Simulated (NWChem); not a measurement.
NbCl₄ cation; SMILES [Nb+]([Cl])([Cl])([Cl])[Cl]

The spin multiplicity was typed, not searched, and may not be the lowest. def2 effective core potentials on Nb; no spin-orbit coupling.

### Question
Give the equilibrium geometry at PBE0/def2-SVP with def2 effective core potentials on Nb (NWChem) as an XYZ file, with the point group.

### Answer
point group Td; any orientation.
```
5

Nb     0.0000     0.0000     0.0000
Cl     1.0887    -1.4315     1.2717
Cl    -1.0887     1.4315     1.2717
Cl     1.4315     1.0887    -1.2717
Cl    -1.4315    -1.0887    -1.2717
```
